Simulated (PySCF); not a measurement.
## Field gradients at the hydrogen positions

C₆H₁₁B.
Structure used (PBE0-D3(BJ)/def2-SVP), in Å, numbered top down from 1:
```
atom  x, y, z in Å
C1     3.756    0.367    0.406
C2     2.782   -0.480    0.039
C3     1.395   -0.088   -0.127
C4     0.390   -0.918   -0.491
B5    -1.098   -0.486   -0.653
C6    -2.159   -1.604   -0.988
C7    -1.565    1.010   -0.506
H8     3.544    1.422    0.603
H9     4.791    0.036    0.521
H10    3.023   -1.533   -0.152
H11    1.172    0.969    0.066
H12    0.668   -1.968   -0.669
H13   -1.826   -2.230   -1.834
H14   -3.175   -1.237   -1.194
H15   -2.218   -2.295   -0.126
H16   -2.469    1.077    0.124
H17   -1.889    1.355   -1.507
H18   -0.821    1.728   -0.133
```

Level: PBE0/pcSseg-1 (PySCF, non-relativistic); Q(2H) = 0.00286 b; rigid geometry, the same for H and D, with no vibrational averaging.

Task: Rank these positions by the coupling χzz of a deuteron there, largest first.
A. H17 (methyl hydrogen)
B. H14 (methyl hydrogen)
C. H9 (vinylic hydrogen)

Result: C (206 kHz), B (201 kHz), A (196 kHz).

Task: Tabulate Vzz, the asymmetry η and χzz = 234.96 MHz × Q × Vzz for every hydrogen position.

Result: 
| atom | bonded to | bond length (Å) | Vzz (au) | η | χzz (kHz) |
| --- | --- | --- | --- | --- | --- |
| H8 | C1 | 1.095 | 0.3028 | 0.05 | 203 |
| H9 | C1 | 1.093 | 0.3065 | 0.05 | 206 |
| H10 | C2 | 1.097 | 0.2964 | 0.06 | 199 |
| H11 | C3 | 1.098 | 0.2935 | 0.05 | 197 |
| H12 | C4 | 1.100 | 0.2958 | 0.05 | 199 |
| H13 | C6 | 1.104 | 0.2952 | 0.03 | 198 |
| H14 | C6 | 1.100 | 0.2997 | 0.02 | 201 |
| H15 | C6 | 1.106 | 0.2919 | 0.02 | 196 |
| H16 | C7 | 1.103 | 0.2954 | 0.02 | 199 |
| H17 | C7 | 1.106 | 0.2913 | 0.02 | 196 |
| H18 | C7 | 1.099 | 0.3021 | 0.01 | 203 |

Task: How does χzz go with the bond length over the 11 C–H bonds?

Result: A straight-line fit has a slope of -5.7 kHz for each 0.01 Å, with a correlation coefficient of -0.80, over lengths from 1.093 to 1.106 Å.

Task: Give the 2H NMR doublet splittings at H18 for a magnetic field along the z, y and x axes of the gradient: 3χ/2, 3χ(1 + η)/4, 3χ(1 − η)/4.

Result: With |χ| = 203.0 kHz and η = 0.013: 305, 154 and 150 kHz, to first order and without motion.

Geometry: PBE0-D3(BJ)/def2-SVP, one conformer, isolated molecule. With a basis this small, the couplings can be 20 % off.
